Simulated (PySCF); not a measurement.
C7H14Si2.
Cartesian coordinates in Å at the PBE0-D3(BJ)/def2-SVP level; atoms count from 1:
```
atom  x, y, z in Å
C1    -3.329   -1.197   -1.001
C2    -3.072    0.279   -0.748
C3    -2.095    0.539    0.402
C4    -0.719   -0.045    0.196
C5    -0.187   -0.921    1.075
Si6    1.511   -1.696    1.007
C7     2.492   -0.992   -0.423
C8     1.992   -0.128   -1.325
Si9    0.232    0.510   -1.338
H10   -3.733   -1.690   -0.103
H11   -4.050   -1.346   -1.819
H12   -2.401   -1.725   -1.272
H13   -2.695    0.754   -1.671
H14   -4.021    0.793   -0.519
H15   -1.997    1.631    0.540
H16   -2.517    0.141    1.342
H17   -0.813   -1.197    1.940
H18    1.400   -3.184    0.870
H19    2.237   -1.447    2.293
H20    3.541   -1.306   -0.527
H21    2.653    0.227   -2.130
H22    0.225    2.006   -1.413
H23   -0.449    0.023   -2.581
```

Computed with PySCF at PBE0/pcSseg-1, non-relativistic, on one gas-phase PBE0-D3(BJ)/def2-SVP geometry that isn't relaxed in the solvent. The solvent is an IEF-PCM continuum (cavity from Bondi-type radii × 1.2). Only the electrostatic response of the medium enters.

```csv
run,E − E(gas) (kcal/mol),HOMO (eV),HOMO–LUMO gap (eV),dipole (D)
gas,0.00,-7.52,6.60,0.56
P,-1.26,-7.47,6.59,0.70
Q,-1.73,-7.47,6.58,0.75
```

Task: The runs were made in acetone and chloroform. Which run belongs to which solvent?

Result: P = chloroform, Q = acetone. The dielectric constants are 4.711 (chloroform), 20.49 (acetone), and the energy falls further as ε rises. In this model the ground state sees the solvent through ε alone.

Task: How constant is the ratio of the lowering to (ε − 1)/(2ε + 1)?

Result: 
```
   solvent  (ε − 1)/(2ε + 1)  E − E(gas) (kcal/mol)  ratio (kcal/mol)  polarisation term (kcal/mol)
chloroform             0.356                  -1.26              -3.5                         -1.34
   acetone             0.464                  -1.73              -3.7                         -1.89
```

The ratio changes by +5.1 % in size from chloroform to acetone. The polarisation term is half the interaction of the solute with the induced surface charges.
